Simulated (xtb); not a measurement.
CHCl, SMILES [CH]Cl (connectivity only; charge and spin as stated), neutral, multiplicity 1. All values are semi-empirical tight-binding results from xtb (GFN2-xTB unless named), good for trends rather than for accurate numbers. Coordinates come from a GFN2-xTB optimisation. The isomer is the one that the SMILES or the coordinates give; other isomers of the formula were not compared.

Optimised geometry:

```xyz
3

C     -0.1779    -1.1333     0.0000
Cl     0.0141     0.4944     0.0000
H      0.8274    -1.6055     0.0000
```

Q: Estimate the properties. (The exact figures need the calculation; the answer reports its results.)

A: 
```
Property                                               Value
---------------------------------------------  -------------
point group as xtb finds it                               Cs
orbital gap                                          1.27 eV
dipole moment                                         1.71 D
zero-point energy                               6.9 kcal/mol
G − E(el) at 298.15 K (modified RRHO)          -7.3 kcal/mol
static polarisability (D4 model)                  26.9 bohr³
solvation energy, GFN2-xTB/ALPB(water)         -0.1 kcal/mol
solvation energy, GFN2-xTB/ALPB(acetonitrile)  -1.4 kcal/mol
```

Computed atomic charges and the Wiberg bond orders between heavy atoms:
charges (e) C1 -0.09, Cl2 0.03, H3 0.06. Bond orders C1–Cl2 1.56.
